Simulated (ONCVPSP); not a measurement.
## nickel, ONCV: configuration errors across variants

ONCVPSP 4.0.1 input, shortened (lines: element, Z, core and valence counts, functional; n l f; lmax; l rc ep ncon nbas qcut; lloc lpopt rc5 dvloc0; l nproj debl; icmod fcfact rcfact), PBE, fully relativistic:

```
  Ni 28.00    5    2        4      upf
    1    0    2.00
    2    0    2.00
    2    1    6.00
    3    0    2.00
    3    1    6.00
    3    2    8.50
    4    0    1.50
    2
    0    2.45    0.00    4    8    3.40
    1    2.35    0.17    4    8    3.80
    2    0.75    0.00    3    7   14.50
    2    5    0.75    0.00
    0    2    0.70
    1    3    3.40
    2    0    3.50
    4    0.50    0.00
```

Open shells are filled in proportion to 2j + 1.

In the p channel the program set the typed energies aside and used 0.050, 3.450, 6.850 Ha (j = l + 1/2; the other j can differ).

All-electron excitation energies from the reference (eV): (1) 3d8 4s2 1.183; (2) 3d8 4s1 10.506; (3) 3d8 4s0 27.857; (4) 3d7 4s0 65.323.

A true bound ghost makes a file unfit for plane-wave use even where its test errors are small: the radial tests pick states by their node count and pass the ghost by.

Errors AE − PS in meV (a dash: test not solved or not reliable):

| change | (1) | (2) | (3) | (4) | bound ghosts | GHOST(+) flags above zero |
| --- | --- | --- | --- | --- | --- | --- |
| base | -39 | -47 | -297 | -969 | s | s, p3/2, p1/2 |
| p: rc 1.62 | -39 | -47 | -297 | -969 | s, p3/2, p1/2 | s, p3/2, p1/2 |
| p: rc 1.98 | -39 | -47 | -297 | -969 | s | s, p3/2, p1/2 |
| p: rc 2.26 | -39 | -47 | -297 | -969 | s | s, p3/2, p1/2 |
| p: rc 2.62 | -39 | -47 | -297 | -969 | s | s, p3/2, p1/2 |
| p: rc 3.06 | -39 | -47 | -297 | -969 | s | s, p3/2, p1/2 |
| p: rc 3.36 | -39 | -47 | -297 | -969 | s | s, p3/2, p1/2 |

Task: Give the same row for: p: rc 2.78.

Result: -39, -47, -297, -969; bound ghosts: s; GHOST(+) flags above zero: s, p3/2, p1/2.
